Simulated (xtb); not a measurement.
Harmonic IR lines of one isomer of C10H8SSi, unscaled. These are GFN2-xTB run with xtb values and carry that method's errors.

| wavenumber (cm⁻¹) | relative intensity |
|---|---|
| 565 | 7.7 |
| 580 | 11 |
| 656 | 6.0 |
| 768 | 33 |
| 777 | 28 |
| 784 | 90 |
| 816 | 7.9 |
| 844 | 3.2 |
| 901 | 8.7 |
| 1043 | 3.7 |
| 1375 | 8.1 |
| 1512 | 5.0 |
| 2257 | 100 |
| 2270 | 67 |
| 3079 | 5.1 |
| 3087 | 3.8 |
| 3125 | 3.5 |

**Question.** Name which structure gives these lines.
(A) `C#Cc1cc([SiH3])c2sccc2c1`
(B) `C#Cc1c([SiH3])ccc2ccsc12`
(C) `C#Cc1cc([SiH3])c2ccsc2c1`
(D) `C#Cc1cc2ccc([SiH3])cc2s1`

**Answer.** A, `C#Cc1cc([SiH3])c2sccc2c1`
